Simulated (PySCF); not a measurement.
Frontier levels across methods

Species: C3H7ClSi.
Z-matrix (Å and degrees, PBE0-D3(BJ)/def2-SVP geometry), rows numbered from 1:
```
Si
C   1  1.8987
C   2  1.4878  1  111.39
C   3  1.3359  2  126.28  1   -91.54
Cl  4  1.7299  3  123.15  2    -1.37
H   1  1.4958  2  109.90  3  -179.07
H   1  1.4953  2  109.77  3   -59.62
H   1  1.4921  2  110.04  3    60.33
H   2  1.1019  1  107.58  3  -121.67
H   2  1.1017  1  107.83  3   122.09
H   3  1.0956  2  117.92  1    86.23
H   4  1.0914  3  123.31  2   178.79
```

Basis pcSseg-2 throughout (PySCF), one geometry. Geometry: PBE0-D3(BJ)/def2-SVP, one conformer, isolated molecule.

How do the orbital energies, the gap and the dipole change with the method?

```csv
method,kind,HOMO (eV),LUMO (eV),gap (eV),μ (D),SCF cycles
BLYP,GGA,-5.79,-1.06,4.72,1.45,16
B97-D,GGA,-5.89,-1.10,4.80,1.48,14
OPBE,GGA,-5.92,-1.10,4.82,1.48,15
PBE,GGA,-5.94,-1.20,4.74,1.46,15
KT2,GGA,-5.96,-1.19,4.78,1.47,15
KT3,GGA,-5.97,-1.16,4.82,1.46,15
BP86,GGA,-6.03,-1.28,4.75,1.47,14
LDA,LDA,-6.10,-1.42,4.68,1.48,15
B97-2,global hybrid,-6.80,-0.29,6.51,1.55,14
B3LYP,global hybrid,-6.83,-0.47,6.36,1.53,14
PBE0,global hybrid,-7.04,-0.25,6.79,1.56,14
mPW1PW91,global hybrid,-7.06,-0.26,6.80,1.56,14
BHandHLYP,global hybrid,-8.00,0.78,8.79,1.64,12
CAM-B3LYP,range-separated hybrid,-8.32,0.84,9.16,1.59,12
wB97X-D,range-separated hybrid,-8.84,1.52,10.36,1.61,13
HF,Hartree–Fock,-9.46,2.59,12.04,1.77,11
LC-wPBE,range-separated hybrid,-9.66,1.96,11.62,1.64,13
```

The HOMO spans 3.88 eV, from BLYP down to LC-wPBE, and the gap runs from 4.68 eV (LDA) to 12.04 eV (HF). Over the methods BLYP (0 %), B97-D (0 %), OPBE (0 %), PBE (0 %), KT2 (0 %), KT3 (0 %), BP86 (0 %), LDA (0 %), B97-2 (21 %), B3LYP (20 %), PBE0 (25 %), mPW1PW91 (25 %), BHandHLYP (50 %), HF (100 %), a straight line through the gap against the share of exact exchange rises by 0.74 eV for each 10 % (correlation coefficient 0.998). The dipole ranges from 1.45 D (BLYP) to 1.77 D (HF). This basis has no diffuse functions.
